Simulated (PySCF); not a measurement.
Se⁺ (selenium, charge +1): UHF calculation

Configuration: [Ar] 3d10 4s2 4p3, high-spin 4S determinant. Computed with PySCF 2.14 in aug-cc-pVDZ-PP with ECP10MDF, with a scalar-relativistic core potential.

| Property | Result |
| --- | --- |
| Total energy | -371.533250 hartree |
| One-electron energy | -646.9932 hartree |
| Hartree (Coulomb) energy | 302.9797 hartree |
| Exchange energy | -27.5197 hartree |
| ⟨S²⟩ | 3.7507 |
| ⟨L²⟩ | 0.000 |
| Sum of ⟨r⟩ | 20.82 bohr |
| Sum of ⟨r²⟩ | 30.68 bohr² |
| Time after the integrals | 0.16 s of wall time on 1 thread of Intel(R) Xeon(R) Platinum 8259CL CPU @ 2.50GHz (shared host) |

| shell | electrons | mean orbital energy (hartree) | rms radius, mean of both spins (bohr) |
| --- | --- | --- | --- |
| 3s α | 1 | -9.30218 | 0.615 |
| 3s β | 1 | -9.27585 | 0.615 |
| 3p α | 3 | -7.18331 | 0.637 |
| 3p β | 3 | -7.15338 | 0.637 |
| 3d α | 5 | -2.98380 | 0.689 |
| 3d β | 5 | -2.96407 | 0.689 |
| 4s α | 1 | -1.34735 | 1.90 |
| 4s β | 1 | -1.03761 | 1.90 |
| 4p α | 3 | -0.78696 | 2.27 |

Energies and moments cover only the electrons outside the core potential.
